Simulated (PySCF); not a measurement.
From one molecule to another.

First species: C₆H₁₃ClO₂S.
Numbering: `[CH3:1][C:2]([CH3:3])([CH3:4])[CH2:5][CH2:6][S:7](=[O:8])(=[O:9])[Cl:10]` (hydrogens: H11, H12, H13 on C1; H14, H15, H16 on C3; H17, H18, H19 on C4; H20, H21 on C5; H22, H23 on C6)

Second species: C5H15P3.
Bonds: C1–P2 (double), P2–C3, P2–C4, P2–P5, P5–C6, P5–C7, C7–P8. Hydrogens: H9, H10 on C1; H11, H12, H13 on C3; H14, H15, H16 on C4; H17, H18, H19 on C6; H20, H21 on C7; H22, H23 on P8.

Levels: PBE0/pcSseg-1 for dipole moment, HOMO energy, LUMO energy and HOMO–LUMO gap; GFN2-xTB for rotational constant A and rotational constant C. Geometries: GFN2-xTB. Each structure is a single optimised conformer of the isolated species, non-relativistic unless stated. Electronic properties by PySCF.

Dipoles, sizes and rotational constants follow the conformer. The torsions of the flexible species, by atom-mapped SMILES:
- `[CH3:1][C:2]([CH3:3])([CH3:4])[CH2:5][CH2:6][S:7](=[O:8])(=[O:9])[Cl:10]`: C1–C2–C5–C6 180°, C2–C5–C6–S7 177°, C5–C6–S7–O8 180°
- `[CH2:1]=[P:2]([CH3:3])([CH3:4])[P:5]([CH3:6])[CH2:7][PH2:8]`: C1–P2–P5–C6 -29°, P2–P5–C7–P8 172°, H–P8–C7–P5 72°, H–P8–C7–P5 164°

| property | column X | column Y |
| --- | --- | --- |
| dipole moment | 2.62 D | 4.76 D |
| HOMO energy | -5.21 eV | -8.97 eV |
| LUMO energy | -0.32 eV | -1.35 eV |
| HOMO–LUMO gap | 4.89 eV | 7.62 eV |
| rotational constant A | 2.138 GHz | 1.737 GHz |
| rotational constant C | 0.582 GHz | 0.485 GHz |

Q: Which column belongs to which species?

A: Column X is the second species and column Y the first. The first has 23 atoms and 98 electrons, the second 23 and 90.

Q: How does each property change from the first species to the second?

A: dipole moment -2.14 D; HOMO energy +3.76 eV; LUMO energy +1.03 eV; HOMO–LUMO gap -2.73 eV; rotational constant A +0.401 GHz; rotational constant C +0.097 GHz.

On the first: The dipole matches unit charges of opposite sign 0.99 Å apart (1 e·Å = 4.8032 D). A dipole of 4.76 D is allowed in C1, and pure rotational transitions are dipole-allowed.

On the second: The dipole equals about 8.7 × 10⁻³⁰ C·m (1 D = 3.33564 × 10⁻³⁰ C·m). A dipole of 2.62 D is allowed in C1, and pure rotational transitions are dipole-allowed. GFN2-xTB frequencies show an imaginary mode (29i cm⁻¹), so this geometry is no minimum at that level.
